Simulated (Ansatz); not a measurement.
Computed with Ansatz.

`[CH3][Al@H-]1[Br+][Al@@H-]([CH3])[Br+]1` at its PBE0-D4/def2-TZVP geometry, where that method's forces vanish. Charge 0, multiplicity 1.

| atom | x (Å) | y (Å) | z (Å) |
| --- | --- | --- | --- |
| C1 | -0.796 | 1.855 | 1.457 |
| Al2 | 0.069 | 0.187 | 1.943 |
| Br3 | -1.116 | -1.663 | 0.807 |
| Al4 | 0.724 | -1.606 | -0.842 |
| C5 | 0.113 | -0.631 | -2.405 |
| Br6 | 2.089 | -0.079 | 0.543 |
| H7 | -0.206 | 2.713 | 1.793 |
| H8 | -1.784 | 1.933 | 1.921 |
| H9 | -0.927 | 1.944 | 0.375 |
| H10 | 0.441 | -0.325 | 3.387 |
| H11 | 1.425 | -3.017 | -0.796 |
| H12 | -0.639 | -1.206 | -2.955 |
| H13 | 0.942 | -0.433 | -3.092 |
| H14 | -0.334 | 0.329 | -2.135 |

Problem. For each bond, give half the difference of the two atoms' forces along it (eV/Å; positive pushes the atoms apart) under PBE-D4, r2SCAN-D4, B3LYP-D4, ωB97M-V in def2-TZVPP. (An estimate is asked.)

Solution. The calculation gave: 
```json
{"bond": "C1–Al2", "length (Å)": "1.941", "PBE-D4": "-0.02", "r2SCAN-D4": "-0.02", "B3LYP-D4": "0.06", "ωB97M-V": "0.01"}
{"bond": "C1–H7", "length (Å)": "1.094", "PBE-D4": "0.11", "r2SCAN-D4": "0.00", "B3LYP-D4": "-0.04", "ωB97M-V": "-0.04"}
{"bond": "C1–H8", "length (Å)": "1.094", "PBE-D4": "0.11", "r2SCAN-D4": "0.00", "B3LYP-D4": "-0.04", "ωB97M-V": "-0.04"}
{"bond": "C1–H9", "length (Å)": "1.093", "PBE-D4": "0.11", "r2SCAN-D4": "0.01", "B3LYP-D4": "-0.04", "ωB97M-V": "-0.03"}
{"bond": "Al2–Br3", "length (Å)": "2.472", "PBE-D4": "0.08", "r2SCAN-D4": "0.02", "B3LYP-D4": "0.13", "ωB97M-V": "0.07"}
{"bond": "Al2–Br6", "length (Å)": "2.472", "PBE-D4": "0.08", "r2SCAN-D4": "0.02", "B3LYP-D4": "0.13", "ωB97M-V": "0.07"}
{"bond": "Al2–H10", "length (Å)": "1.577", "PBE-D4": "0.04", "r2SCAN-D4": "-0.03", "B3LYP-D4": "-0.17", "ωB97M-V": "-0.18"}
{"bond": "Br3–Al4", "length (Å)": "2.472", "PBE-D4": "0.08", "r2SCAN-D4": "0.02", "B3LYP-D4": "0.13", "ωB97M-V": "0.07"}
{"bond": "Al4–C5", "length (Å)": "1.941", "PBE-D4": "-0.02", "r2SCAN-D4": "-0.02", "B3LYP-D4": "0.06", "ωB97M-V": "0.01"}
{"bond": "Al4–Br6", "length (Å)": "2.472", "PBE-D4": "0.08", "r2SCAN-D4": "0.02", "B3LYP-D4": "0.13", "ωB97M-V": "0.07"}
{"bond": "Al4–H11", "length (Å)": "1.577", "PBE-D4": "0.04", "r2SCAN-D4": "-0.03", "B3LYP-D4": "-0.17", "ωB97M-V": "-0.18"}
{"bond": "C5–H12", "length (Å)": "1.094", "PBE-D4": "0.11", "r2SCAN-D4": "0.00", "B3LYP-D4": "-0.04", "ωB97M-V": "-0.04"}
{"bond": "C5–H13", "length (Å)": "1.094", "PBE-D4": "0.11", "r2SCAN-D4": "0.00", "B3LYP-D4": "-0.04", "ωB97M-V": "-0.04"}
{"bond": "C5–H14", "length (Å)": "1.093", "PBE-D4": "0.11", "r2SCAN-D4": "0.01", "B3LYP-D4": "-0.04", "ωB97M-V": "-0.03"}
```

B3LYP here is the variant with VWN-RPA as its local correlation; programs differ in this.
